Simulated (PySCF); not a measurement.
Ionisation energy of Ba(42+) by level of theory

Ba(42+) [Ne] 3s2 3p2 (3P) → Ba(43+) [Ne] 3s2 3p1 (2P), as a difference of total energies. All numbers are calculated (PySCF 2.14, the non-relativistic Hamiltonian (point nucleus), in an even-tempered Gaussian basis (16 s from 8 bohr⁻², ratio 2.5; 10 p from 10 bohr⁻², ratio 2.5; 4 d from 42 bohr⁻², ratio 2.7; 4 f from 63 bohr⁻², ratio 2.7)). Correlated levels: outer shells: 1s2 frozen; virtual orbitals above 40 to 60 times the deepest correlated orbital energy dropped. The calculations carry no spin-orbit coupling.

```
                method  ionisation energy (eV)
                   UHF                  3152.2
    MP2 (outer shells)                  3152.5
SCS-MP2 (outer shells)                  3152.2
   CCSD (outer shells)                  3152.1
CCSD(T) (outer shells)                  3152.1
```

Spin-orbit coupling is strong in these open shells (close to jj coupling). The scalar numbers leave it out and a first-order estimate fails, so it can dominate the gap to the real levels.

The gap to the reference is mostly relativistic.

For comparison: 3266 ± 4 eV (theoretical estimate listed by NIST; NIST Atomic Spectra Database, ionization energies).
